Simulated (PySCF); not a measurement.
## Computed properties of C4H4ClF, SMILES C=C(Cl)/C=C\F

C4H4ClF, SMILES C(/C=C\F)(=C)Cl. The structure is a stationary point at B3LYP-D3(BJ)/def2-SVP. The structure was generated by enumeration; whether it is a known compound was not checked. The values are those of a single conformer. All values are computed for the isolated molecule unless a solvent is named; none is compared with measurement here.

**Structure.** The optimised structure has Cs symmetry. All 24 harmonic modes at B3LYP-D3(BJ)/def2-SVP (PySCF) are real, so it is a minimum. With heavy atoms numbered as in [CH2:1]=[C:2]([Cl:3])/[CH:4]=[CH:5]\[F:6], the shortest bond between them is C5–F6 at 1.329 Å and the longest C2–Cl3 at 1.754 Å.

**Vibrations.** The strongest infrared lines (harmonic, unscaled, degenerate partners summed) lie at 1746 cm⁻¹ (125 km/mol, C 93 %), 1237 cm⁻¹ (98 km/mol, C 60 %, H 35 %), 1296 cm⁻¹ (46 km/mol, H 73 %, C 16 %, F 10 %). The softest mode is at 63 cm⁻¹ and the zero-point energy is 43.1 kcal/mol.

**Electronic structure.** CAM-B3LYP/def2-TZVP (PySCF) places the frontier levels at -8.17 and -0.18 eV, a gap of 7.99 eV, and gives a dipole moment of 2.61 D and a mean polarisability of 63.9 bohr³. PBE/def2-TZVP (PySCF) at the same geometry gives -5.85 and -2.15 eV, so its gap is 4.29 eV narrower. An orbital gap is neither the optical nor the fundamental gap.

**Excitations.** TDDFT-PBE0/def2-SVPD (PySCF) has S1 at 5.48 eV (226 nm, f = 0.458, bright); the most intense of the 10 singlets computed lies at 5.48 eV (f = 0.46). T1 (TDA) is at 2.98 eV. TDDFT-PBE/def2-SVPD (PySCF) puts S1 at 5.03 eV. No vertical singlet excitation falls in the visible range (under 3.1 eV).

**NMR.** GIAO shifts at PBE0/pcSseg-1 (PySCF) (non-relativistic, atoms alike by connectivity averaged): ¹³C from 117.2 to 159.9 ppm against TMS; ¹H from 5.5 to 6.8 ppm against TMS; ¹⁹F at -113.4 ppm against CFCl3. Without spin–orbit terms, shifts of atoms bonded to Cl or Br come out too high.

**Solvation.** SMD-ωB97X/def2-SVP (PySCF) gives -0.3 kcal/mol in water, -3.9 kcal/mol in 2-propanol, -4.3 kcal/mol in chloroform (1 M in both phases, gas-phase geometry); of these solvents chloroform holds the molecule best.
